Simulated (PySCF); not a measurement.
C3H4O3, SMILES O=C1OCCO1. Coordinates come from a B3LYP-D3(BJ)/def2-SVP optimisation. Other conformers were not sampled.

The numbers are results of B3LYP-D3(BJ)/def2-SVP (PySCF), not measurements.

Harmonic wavenumbers (cm⁻¹): 165, 188, 531, 702, 730, 771, 892, 910, 967, 1083, 1124, 1144, 1158, 1235, 1236, 1385, 1401, 1501, 1507, 1960, 3049, 3052, 3127, 3137. Rotational constants (GHz): 8.074, 3.838, 2.713; symmetry number 2.

Question: Work out the zero-point energy and the ideal-gas rigid-rotor harmonic-oscillator thermochemistry at 298.15 K and 1 atm.

Answer: ZPE = ½ Σ hcν = ½ × 32956 cm⁻¹ = 47.11 kcal/mol. H − E(el) = 50.73 kcal/mol. Entropy in cal/(mol K): translation 39.34, rotation 24.37, vibration 6.88, total 70.59. G − E(el) = 29.69 kcal/mol. Cp = 18.36 cal/(mol K).
